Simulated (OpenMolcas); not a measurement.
A run on Lu II.

```yaml
Program: OpenMolcas
Method: "SS-CASPT2, IPEA 0.3 Eh, no level shift (closed shells correlated: 5s 5p)"
Basis: ANO-R1 [7s5p4d2f]
Scalar_Hamiltonian: X2C, finite nucleus
Active_space: 2 electrons in 5 orbitals (5d)
State_averaging: 2S+1 = 3 even, 10 roots; 2S+1 = 1 even, 15 roots
Spin-orbit_coupling: RASSI with atomic mean-field integrals over the reference wave functions, term energies averaged over their components
```

First CASPT2 step and the start of its output:

```
&CASPT2
Multistate=10 1 2 3 4 5 6 7 8 9 10
Frozen=14 16
IPEA=0.3
MaxIter=60
WThr=0.0 0.3 0.05
PrWF=0.5
NoMix
```

```
--- CASPT2 ---
Orbital specifications:
      -----------------------

      Symmetry species                           1   2
                                                ag  au
      Frozen orbitals                           14  16
      Inactive orbitals                          1   3
      Active orbitals                            5   0
      Secondary orbitals                         7  10
      Deleted orbitals                           0   0
      Number of basis functions                 27  29
Type of calculation                        MS-CASPT2
      Fock operator                              state-specific
      IPEA shift                                 0.30
      Real shift                                 0.00
      Imaginary shift                            0.00
      The input orbitals will be transformed to quasi-canonical
Reference energy:      -14558.1974152120
      E2 (Non-variational):      -0.1285851669
      E2 (Variational):          -0.1285851646
      Total energy:          -14558.3260003766
      Residual norm:              0.0000001199
      Reference weight:           0.97325
      Contributions to the CASPT2 correlation energy
      Active & Virtual Only:         -0.0013815535
      One Inactive Excited:          -0.0243326759
      Two Inactive Excited:          -0.1028709375
Reference energy:      -14558.1974152120
      E2 (Non-variational):      -0.1285919779
      E2 (Variational):          -0.1285919754
      Total energy:          -14558.3260071874
      Residual norm:              0.0000001271
      Reference weight:           0.97324
      Contributions to the CASPT2 correlation energy
      Active & Virtual Only:         -0.0013887115
      One Inactive Excited:          -0.0243182423
...
```

Over all roots the printed reference weights run from 0.41 to 0.97, and roots that are degenerate in the reference spread by up to 69 cm-1.

Did the run give usable levels, and if not, why?

No. The equations converged, but the reference weight falls to 0.41 for at least one root against 0.97 for the best. A drop of that size marks an intruder state, so the energies of such roots and the levels built on them can't be trusted.
